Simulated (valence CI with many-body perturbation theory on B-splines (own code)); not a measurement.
## Hyperfine factors and g values of Tl X

Level of theory: valence CI with perturbative core correlation (CI+MBPT): four valence electrons over a frozen Dirac-Fock core [Xe] 4f14, a basis of 7 s, 7 p, 8 d, 6 f, 4 g, 1 h functions for each j, with the one-electron correlation potential Σ1 (screened to all orders), the two-electron term Σ2, the three-electron term Σ3, Breit, model QED; selected single and double excitations, second order for the rest, scaled by the run's own slope (own B-spline code, finite nucleus).

No measured spectrum was set against this ion. As an estimate, terms of the open shell hold to 2 to 4 % of their energy, and close levels can change places. Excitations out of the core, of the other parity, are not computed and may begin above about 47 eV (a cautious bound); beyond it only levels of the ground parity were kept, without lifetimes.

A/g_I is the dipole constant over the nuclear g factor μ/I (μ in nuclear magnetons, uniformly magnetised nucleus), B/Q the quadrupole constant per barn. Both hold the static response of the core; the bare values leave it out. Large factors of s and p1/2 electrons are usually good to 5 to 10 %; those of open d and f shells near neutrality can be off by tens of per cent, and small factors of p3/2, d and f electrons come from cancelling terms and can be off by a factor of two or in sign, in half-filled shells by more. B is blank for J = 1/2, where it vanishes, and for nearly pure S terms. Energies count from the lowest level. Levels with J = 0 are left out.

Levels are named by their leading jj configuration (3d3/2^4 stands for four electrons in 3d with j = 3/2), which in mixed levels can hold well under half, so a name can repeat and another be missing. Letters in brackets count levels of one name in rising energy.

| Level | E (cm⁻¹) | g | A/g_I (MHz) | A/g_I bare | B/Q (MHz/b) | B/Q bare |
| --- | --- | --- | --- | --- | --- | --- |
| (5d3/2^3 5d5/2) J=1 | 14611 | 1.499 | -1540 | -214 | 1020 | 888 |
| (5d3/2^3 5d5/2) J=2 | 24092 | 1.421 | -439 | 890 | 1310 | 1120 |
| (5d3/2^3 5d5/2) J=3 | 29505 | 1.356 | 332 | 1590 | 193 | 75.4 |
| (5d3/2^3 5d5/2) J=4 | 29685 | 1.193 | 1440 | 2240 | -1020 | -1060 |
| (5d3/2^2 5d5/2^2) J=4 [a] | 44528 | 1.122 | 1540 | 1990 | -815 | -798 |
| (5d3/2^2 5d5/2^2) J=3 [a] | 48678 | 0.975 | 2210 | 2150 | 666 | 599 |
| (5d3/2^2 5d5/2^2) J=2 [a] | 49311 | 0.959 | 1960 | 1710 | 1970 | 1790 |
| (5d3/2^2 5d5/2^2) J=5 | 52883 | 1.079 | 1880 | 2230 | 2330 | 2020 |
| (5d3/2^2 5d5/2^2) J=1 | 54728 | 1.271 | 1050 | 2100 | -7.05 | -40.2 |
| (5d3/2^2 5d5/2^2) J=6 | 56753 | 1.101 | 1870 | 2340 | 2620 | 2250 |
| (5d3/2^2 5d5/2^2) J=4 [b] | 61223 | 1.029 | 2310 | 2550 | -1150 | -985 |
| (5d3/2^2 5d5/2^2) J=2 [b] | 62269 | 1.160 | 1430 | 2030 | 617 | 522 |
| (5d3/2^2 5d5/2^2) J=3 [b] | 63002 | 1.162 | 1650 | 2350 | 1040 | 910 |
| (5d3/2 5d5/2^3) J=4 [a] | 69527 | 1.192 | 1010 | 1650 | 507 | 457 |
| (5d3/2 5d5/2^3) J=3 [a] | 75048 | 1.105 | 1260 | 1520 | 324 | 361 |
| (5d3/2^2 5d5/2^2) J=2 [c] | 75056 | 1.059 | 2530 | 3020 | 170 | 101 |
| (5d3/2 5d5/2^3) J=5 | 79956 | 1.153 | 1370 | 1920 | -1670 | -1490 |
| (5d3/2 5d5/2^3) J=1 [a] | 80849 | 0.762 | 3490 | 2720 | 911 | 767 |
| (5d3/2 5d5/2^3) J=6 | 82135 | 1.064 | 1940 | 2230 | 3540 | 3190 |
| (5d3/2^2 5d5/2^2) J=4 [c] | 84884 | 1.117 | 1430 | 1820 | 2410 | 2100 |
| (5d3/2^2 5d5/2^2) J=2 [d] | 87557 | 1.328 | 486 | 1650 | -431 | -415 |
| (5d3/2 5d5/2^3) J=3 [b] | 92975 | 1.082 | 1790 | 2130 | 1860 | 1760 |
| (5d3/2^2 5d5/2^2) J=2 [e] | 94023 | 1.016 | 2310 | 2480 | 1750 | 1550 |
| (5d3/2 5d5/2^3) J=3 [c] | 107370 | 1.067 | 2050 | 2380 | 3410 | 2970 |
| (5d3/2 5d5/2^3) J=1 [b] | 107840 | 1.468 | -1080 | 305 | -1380 | -1180 |
| (5d5/2^4) J=4 | 108570 | 1.070 | 1730 | 1980 | 666 | 684 |
| (5d5/2^4) J=2 | 109970 | 1.049 | 2100 | 2350 | 72.5 | 112 |
| (5d3/2 5d5/2^3) J=4 [b] | 113400 | 1.124 | 1600 | 2080 | -72.4 | -58.1 |
| (5d3/2 5d5/2^3) J=2 | 131940 | 1.003 | 2020 | 2030 | -2260 | -2050 |
| (5d3/2^3 6s) J=1 | 280890 | 0.151 | -19900 | -19200 | -1080 | -966 |
| (5d3/2^3 6s) J=2 | 285530 | 1.029 | 23100 | 21300 | -2090 | -1880 |
| (5d3/2^2 5d5/2 6s) J=3 [a] | 299320 | 1.237 | 14800 | 14000 | -1120 | -1060 |
| (5d3/2^2 5d5/2 6s) J=2 [a] | 304460 | 1.101 | 449 | 953 | -742 | -704 |
| (5d3/2^2 5d5/2 6s) J=4 [a] | 308040 | 1.264 | 11600 | 11400 | -28.4 | -137 |
| (5d3/2^2 5d5/2 6s) J=1 [a] | 310440 | 1.967 | 16500 | 16800 | 513 | 416 |

Take the isotope of mass number 205, with I = 1/2, μ = 1.632 μN. What is the hyperfine structure of (5d3/2^2 5d5/2^2) J=3 [a]?

From the table A = 7230 MHz. Shifts from the centre of gravity in MHz: F = 5/2: -14500, F = 7/2: 10800.
